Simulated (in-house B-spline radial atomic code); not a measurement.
The numbers below are computed, except where a source is named.
# What the choice of pseudopotential does to G0W0 on PBE0: Mg²⁺

All numbers come from a B-spline radial code for spherical atoms, non-relativistic, configuration [He] 2s2 2p6, open shells at high spin. Semilocal Troullier-Martins pseudo-atoms, one channel per l, are made with PBE or LDA for several valence sets and radii, with or without a model core, and set against the all-electron atom. One channel fits only the lowest state of its l, so a second state of that l is approximate. All electrons give 2p: PBE0 -70.78 eV, G0W0 -80.04 eV, 2s: PBE0 -105.53 eV, G0W0 -116.57 eV. Potentials are made in the ion's own configuration unless the neutral atom is named, and a smooth local potential serves every l without a channel. Potentials that miss their own reference levels by more than 6 millihartree, or need radii over 3.5 bohr, are left out. Columns give pseudo minus all-electron, in eV; a dash marks a level in the core or of low weight.

| valence | made with | radii (bohr) | model core (bohr) | 2p PBE0 | 2p G0W0 | 2s PBE0 | 2s G0W0 |
| --- | --- | --- | --- | --- | --- | --- | --- |
| 2p | PBE, neutral atom | s 2.30 p 0.64 | none | +1.36 | +3.44 | - | - |
| 2p | PBE | s 2.46 p 0.82 | none | +1.02 | +3.10 | - | - |
| 2p | PBE, neutral atom | s 3.32 p 0.93 | none | +1.01 | +3.02 | - | - |
| 2p | PBE | s 1.71 p 0.57 | 0.20 | +1.61 | +3.59 | - | - |
| 2p | LDA, neutral atom | s 2.25 p 0.64 | 0.20 | +1.83 | +3.95 | - | - |
| 2p | LDA, neutral atom | s 2.88 p 0.82 | 0.20 | +1.61 | +3.70 | - | - |
| 2p | PBE | s 2.78 p 0.93 | 0.20 | +1.63 | +3.70 | - | - |
| 2s 2p | PBE, neutral atom | s 0.49 p 0.64 | none | +0.05 | +0.40 | -0.30 | -0.66 |
| 2s 2p | LDA | s 0.55 p 0.71 | none | -0.21 | +0.12 | +0.15 | -0.35 |
| 2s 2p | PBE | s 0.63 p 0.82 | none | +0.08 | +0.40 | -0.33 | -0.81 |
| 2s 2p | LDA, neutral atom | s 0.71 p 0.93 | none | -0.32 | -0.05 | +0.04 | -0.67 |
| 2s 2p | PBE, neutral atom | s 0.44 p 0.57 | 0.20 | +0.11 | +0.47 | -0.31 | -0.62 |
| 2s 2p | PBE, neutral atom | s 0.49 p 0.64 | 0.20 | +0.10 | +0.46 | -0.31 | -0.65 |
| 2s 2p | PBE, neutral atom | s 0.63 p 0.82 | 0.20 | +0.05 | +0.37 | -0.29 | -0.77 |

Question: How does the G0W0 shift of 2p, which all sets hold, depend on the valence set?

Answer: Mean size: 2s 2p: 0.32 eV; 2p: 3.50 eV. The means mix radii and the functional used in making the potentials.
